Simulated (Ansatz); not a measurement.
CH$_{6}$CuN (`[CH3][Cu-][NH3+]`), 9 atoms. The species carries charge 0 and has multiplicity 1. For Cu the d shell is correlated and the shells below it are frozen. Scalar relativity is left out up to krypton. All runs use 4 threads of an Arm Neoverse V2 on a shared host. Correlated methods freeze the cores.

Give the basis size and wall time and peak host memory of each of these runs in Ansatz. direct RPA on PBE orbitals with 3s3p of Cu, Zn/def2-TZVPP energy; RKS PBE0-D4/def2-SVP energy; RKS ωB97M-V/def2-SVP energy; RKS PBE0-D4/def2-QZVPP energy; RKS B97M-V/def2-TZVPP energy; RHF-CCSD(T) with 3s3p of Cu, Zn/def2-TZVPP energy; RHF-MP2 with 3s3p of Cu, Zn/def2-QZVPP energy; RHF-CCSD(T) with 3s3p of Cu, Zn/def2-SVP energy; RKS PBE0-D4/def2-TZVP relaxation (5 steps); RKS SPW92 (LDA)/def2-TZVPP energy; RKS PBE-D4/def2-TZVPP energy and forces; RKS ωB97M-V/def2-QZVPP energy. (Estimate.)

Computed: Other jobs shared the machine, so times are rough.

| level | job | functions | wall time | peak host memory (GiB) |
| --- | --- | --- | --- | --- |
| RKS PBE0-D4/def2-SVP | energy | 89 | 0.9 s | 0.17 |
| RKS SPW92 (LDA)/def2-TZVPP | energy | 210 | 0.9 s | 0.24 |
| RKS PBE-D4/def2-TZVPP | energy and forces | 210 | 1.8 s | 0.24 |
| RHF-CCSD(T) with 3s3p of Cu, Zn/def2-SVP | energy | 89 | 2.4 s | 0.31 |
| direct RPA on PBE orbitals with 3s3p of Cu, Zn/def2-TZVPP | energy | 210 | 3.6 s | 0.46 |
| RKS ωB97M-V/def2-SVP | energy | 89 | 3.7 s | 0.26 |
| RKS PBE0-D4/def2-QZVPP | energy | 394 | 4.6 s | 1.1 |
| RKS B97M-V/def2-TZVPP | energy | 210 | 6.5 s | 0.32 |
| RKS PBE0-D4/def2-TZVP | relaxation (5 steps) | 143 | 10 s | 0.33 |
| RHF-MP2 with 3s3p of Cu, Zn/def2-QZVPP | energy | 394 | 12 s | 1.7 |
| RKS ωB97M-V/def2-QZVPP | energy | 394 | 13 s | 1.3 |
| RHF-CCSD(T) with 3s3p of Cu, Zn/def2-TZVPP | energy | 210 | 55 s | 2.9 |
